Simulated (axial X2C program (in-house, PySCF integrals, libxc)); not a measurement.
Levels of CSe⁻ by electron attachment to CSe (EOM-EA-CCSD)

Computed with an in-house all-electron X2C program for linear molecules (integrals from PySCF): two-component X2C with atomic mean-field Coulomb and Gaunt terms, Gaussian nuclei, basis Se dyall-acv3z, C dyall-av3z with contracted cores.

R = 1.601 Å (0.960 times 1.668 Å, the PBE0 minimum at charge 0 for the lowest determinant).

Levels of CSe⁻ obtained by attaching an electron to CSe:

```json
{"Ω": "1/2", "binding energy (eV)": "-0.187", "above lowest (cm⁻¹)": "0", "attached spinor": "41% C pπ, 26% Se dπ, 19% Se pπ", "one-particle weight": "0.93"}
{"Ω": "3/2", "binding energy (eV)": "-0.229", "above lowest (cm⁻¹)": "336", "attached spinor": "38% C pπ, 26% Se dπ, 21% Se pπ", "one-particle weight": "0.93"}
{"Ω": "1/2", "binding energy (eV)": "-0.960", "above lowest (cm⁻¹)": "6232", "attached spinor": "57% Se pσ, 29% C pσ, 7% C sσ", "one-particle weight": "0.99"}
{"Ω": "1/2", "binding energy (eV)": "-1.525", "above lowest (cm⁻¹)": "10787", "attached spinor": "67% C pπ, 30% Se pπ", "one-particle weight": "0.99"}
{"Ω": "3/2", "binding energy (eV)": "-1.534", "above lowest (cm⁻¹)": "10859", "attached spinor": "70% C pπ, 29% Se pπ", "one-particle weight": "0.99"}
{"Ω": "1/2", "binding energy (eV)": "-1.564", "above lowest (cm⁻¹)": "11101", "attached spinor": "40% Se sσ, 33% C sσ, 19% C pσ", "one-particle weight": "0.99"}
{"Ω": "1/2", "binding energy (eV)": "-2.082", "above lowest (cm⁻¹)": "15281", "attached spinor": "47% C pσ, 29% Se pσ, 14% Se dσ", "one-particle weight": "0.99"}
```

Q: Take the first Ω = 1/2 and Ω = 3/2 rows of π character: how far apart are they, and which lies lower?

A: E(3/2) − E(1/2) = 336 − 0 = 336 cm⁻¹ at EOM-EA-CCSD: regular, Ω = 1/2 lower. Splittings at this level can be off by ten to twenty per cent.

Negative binding energies belong to unbound states, resonances or levels that the basis set holds; within some tenths of an eV of zero the sign is not settled.

This point took 21 s on 1 thread of Arm Neoverse N1, on a shared host.

Reference electrons by ω block (each with its −ω partner): 1/2: 14, 3/2: 5, 5/2: 1. 10 electrons of CSe correlated (inner shells frozen), 92 natural virtual spinors (a truncated set); levels can be off by some tenths of an eV. Roots sought by Ω: (1/2: 5, 3/2: 4, 5/2: 2, 7/2: 1); the list ends where they run out and leaves out roots under 60 % one-particle weight. The solver can skip a root, and states that need a further excitation, which the method places far too high, are missing though they may lie low or lowest. T1 of the reference 0.026 (Lee–Taylor). Number of frozen shells: Se 3 s, 2 p, 1 d; C 1 s. Large amplitudes in the reference (orbital relaxation or multireference character) lower the reliability.
